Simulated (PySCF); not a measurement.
NICS in isomers of C9H13P.

Definitions: NICS(0) = −σiso at the ring centroid; NICS(1) = −σiso and NICS(1)zz = −σzz at ±1 Å along the ring normal z. Level: GIAO PBE0/pcSseg-1 (PySCF, non-relativistic, gas phase) on the GFN2-xTB geometries, one conformer each. Atom numbers follow the mapped SMILES.

Question: Order these rings by mean NICS(1)zz, lowest (most negative) first (ppm).
A. ring P4–C5–C6–C9–C10 in `[CH3:1][C:2]#[C:3][P:4]1[CH:5]=[C:6]([CH2:7][CH3:8])[CH2:9][CH2:10]1`
B. ring C5–C6–C7–C8–C9–C10 in `[CH3:1][P:2]([CH3:3])[CH2:4][c:5]1[cH:6][cH:7][cH:8][cH:9][cH:10]1`
C. ring C3–C4–P6–C7–C9 in `[CH2:1]=[CH:2][c:3]1[c:4]([CH3:5])[pH:6][c:7]([CH3:8])[c:9]1[CH3:10]`
D. ring C2–C3–P4–C5–C7–C9 in `[CH3:1][c:2]1[cH:3][p:4][c:5]([CH3:6])[c:7]([CH3:8])[c:9]1[CH3:10]`
E. ring C5–C6–C7–C8–P9–C10 in `[CH3:1][C:2]([CH3:3])([CH3:4])[c:5]1[cH:6][cH:7][cH:8][p:9][cH:10]1`

Answer: B (-28.3), E (-26.1), D (-24.3), C (-8.4), A (-3.6).

```csv
SMILES,ring,NICS(0),NICS(1),NICS(1)zz,HOMA,rms pucker (Å),ring atoms with four or more neighbours
CP(C)Cc1ccccc1,6-membered carbocycle; formal bonds all aromatic,-8.4,-11.1,-28.3,1.00,0.00,0
CC(C)(C)c1cccpc1,6-membered ring with P; formal bonds all aromatic,-7.4,-10.6,-26.1,0.95,0.00,0
Cc1cpc(C)c(C)c1C,6-membered ring with P; formal bonds all aromatic,-7.1,-10.3,-24.3,0.93,0.02,0
C=Cc1c(C)[pH]c(C)c1C,5-membered ring with P; bonds drawn aromatic by RDKit's count,-3.6,-5.4,-8.4,0.03,0.04,0
CC#CP1C=C(CC)CC1,"5-membered ring with P; formal bonds 1 double, 4 single",-2.9,-3.6,-3.6,–,0.13,2
```

NICS(0) gives the same order. The isotropic NICS(1) gives the same order. Over the 4 rings with a HOMA value its correlation coefficient with NICS(1)zz is -0.99. HOMA uses Krygowski's 1993 parameters; it is left out where a ring has a four-coordinate atom, a triple bond, no multiple bond or a kind of bond without parameters. NICS(1) and NICS(1)zz are means over the two faces.
